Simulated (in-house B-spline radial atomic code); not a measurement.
# RPA and G0W0 on SCAN: the antimony ion Sb⁵⁺

Configuration [Kr] 4d10, mean-field start SCAN. Computed with a B-spline radial code for spherical atoms: all electrons, non-relativistic, point nucleus, each spin shell either full or empty, empty states to l = 9 with an (l + 1/2)⁻⁴ tail; G0W0 by contour deformation at full frequency.

Without relativity these are model numbers: it shifts the levels of so heavy an element strongly and can reorder them.

Command:
```bash
python run_gw.py task.json out
```
Settings (radii: box in bohr, nucleus in fm):
```
Z                        51
electrons                46
configuration            [Kr] 4d10
hamiltonian              nr
method                   scan,scan
lmax                     9
spin_polarised           False
box_radius               10.43
intervals                52
```

Cost of the run: 1.6 s on 1 thread of Arm Neoverse V2, on a shared host.

Energies (hartree):

```tsv
term	value
mean-field total	-6311.06785
Hartree-Fock functional on these orbitals	-6308.31552
direct second order	-3.9708
second-order exchange	1.0934
SOSEX correction	1.0276
```

(1) What is the RPA correlation energy, and what remains with SOSEX?

Quasi-particle levels (eV):

| level | occupied | mean field | Σx - vxc | Σc | QP weight | G0W0 |
| --- | --- | --- | --- | --- | --- | --- |
| 4d | yes | -91.21 | -10.03 | ? | ? | ? |
| 3d | yes | -584.03 | -38.26 | 15.58 | 0.855 | -606.71 |
| 5s | no | -57.50 | 6.36 | -2.01 | 0.982 | -53.15 |

G0W0 = mean field + (Σx - vxc) + Σc, with Σc (partial-wave tail included) taken at the quasi-particle energy. Only the outer levels were computed. Levels of low weight are left out.

(2) Where does G0W0 put 4d?

Results:

(1) RPA gives -3.5413 hartree (-2.09 eV per electron); RPA + SOSEX gives -2.5136, and the second-order doubles -2.8774 hartree (no singles). RPA lacks exchange-type terms and so overcorrelates at short range.

(2) At -101.00 eV, with Σc = 0.24 eV and a quasi-particle weight of 0.958. The tabulated removal energy is 99.51 ± 0.05 eV (NIST, measured); the calculation leaves out relativity, Breit and QED terms, and what these don't explain is the method's own error.
